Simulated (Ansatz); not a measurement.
Program: Ansatz. Geometries: PBE0-D4/def2-TZVP. ΔE: electronic, gas phase. CCSD(T)/CBS adds triple-zeta CCSD(T) − MP2 to the extrapolated MP2 energy (def2 sets, frozen cores). This one scheme is used for every species. Functionals use def2-TZVPP. B3LYP here is the variant with VWN-RPA as its local correlation; programs differ in this. HSE06 is defined as in plane-wave codes. For Ge outer-core shells are correlated without core-valence functions, which leaves a few kJ/mol of doubt a bond. Scalar relativity is left out up to krypton.

Reaction (formal exchange of groups at a C–Al bond): `N#[C][AlH2]` + `N#[C][GeH3]` → `N#[C][GeH2][C]#N` + `[AlH3]`

(1) Is it downhill or uphill in electronic energy at CCSD(T)/CBS, and by how much? (An estimate is asked.)

(2) What do these levels give: revPBE-D4, BLYP-D4, B3LYP-D4, HSE06-D4, ωB97M-V, PBE, B3LYP, BHLYP, RPA@PBE/def2-TZVPP, HF/def2-QZVPP, MP2/def2-QZVPP, HF/CBS(def2)? (Estimate.)

(3) What do rigid-rotor, harmonic-oscillator terms from PBE0-D4/def2-TZVP frequencies (298.15 K, 1 bar) make of the CCSD(T)/CBS value? (Best estimate.)

Largest T1 diagnostic among the species: 0.014.

Answers

(1) Ansatz gave: Uphill: ΔE = +69.9 kJ/mol.

(2) Computed: revPBE-D4 64.6, BLYP-D4 67.8, B3LYP-D4 69.1, HSE06-D4 67.8, ωB97M-V 69.5, PBE 68.4, B3LYP 71.8, BHLYP 72.3, RPA@PBE/def2-TZVPP 62.4, HF/def2-QZVPP 72.1, MP2/def2-QZVPP 67.7, HF/CBS(def2) 72.3 kJ/mol.

(3) Computed: ΔZPE = -3.8 kJ/mol, ΔH = +67.0 kJ/mol, ΔS = -11 J/(mol·K), ΔG = +70.4 kJ/mol.

At CCSD(T), def2-SVP lies −3.5 kJ/mol from the extrapolated value and def2-TZVPP −4.9 kJ/mol. In def2-TZVPP, CCSD(T) changes the Hartree–Fock value by −6.0 kJ/mol (the triples alone add −0.9 kJ/mol) and MP2 by −6.5 kJ/mol. Leaving LDA and LC-ωPBE aside and taking each functional with its dispersion term where it has one, the values, not all of them listed here, spread over 7.1 kJ/mol, from revPBE-D4 to r2SCAN-D4.
